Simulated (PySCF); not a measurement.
The vertical singlet excitations below were computed for one of the candidates. Computed with TDDFT wB97X-D/def2-SVPD, vertical, gas phase, core orbitals frozen in the response in PySCF. Geometries: PBE0-D3(BJ)/def2-SVP, one conformer each.

```
state  E (eV)  λ (nm)       f
   S1    7.68   161.4  0.0013
   S2    7.91   156.7  0.0019
   S3    8.30   149.4   0.030
   S4    8.38   148.0   0.010
   S5    8.54   145.2   0.038
   S6    8.59   144.3   0.012
   S7    8.69   142.7   0.016
   S8    8.80   140.9  0.0034
   S9    8.91   139.2  0.0009
  S10    9.18   135.1   0.065
```

**Question.** Which structure fits?
A. `CC=C1CCCC1`
B. `C=CC(=C)C(C)C`
C. `C=C1CCCCC1`
D. `C1CC[C@@H]2C[C@@H]2C1`

**Answer.** D. Its S1, at 7.68 eV, is the highest among the candidates; the nearest of the others has S1 at 7.00 eV. S1 is HOMO→LUMO (75%), HOMO→LUMO+1 (14%). Löwdin shares by element: HOMO carbon 68% or more (atoms not listed hold the other 32%); LUMO carbon 28% or more (atoms not listed hold the other 72%). At the same level the other candidates give, for their lowest levels:
- `CC=C1CCCC1`: 6.60 eV (f 0.043); 6.65 eV (f 0.341); 7.41 eV (f 0.004); 7.49 eV (f 0.002); 7.90 eV (f 0.001); T1 4.15 eV; HOMO -8.30, LUMO 2.29 eV
- `C=C1CCCCC1`: 7.00 eV (f 0.330); 7.24 eV (f 0.139); 7.73 eV (f 0.001); 8.14 eV (f 0.012); 8.22 eV (f 0.017); T1 4.43 eV; HOMO -8.82, LUMO 2.03 eV
- `C=CC(=C)C(C)C`: 5.77 eV (f 0.535); 6.89 eV (f 0.000); 6.98 eV (f 0.003); 7.24 eV (f 0.003); 7.46 eV (f 0.026); T1 3.30 eV; HOMO -8.45, LUMO 0.92 eV
Triplets come from the Tamm–Dancoff approximation.
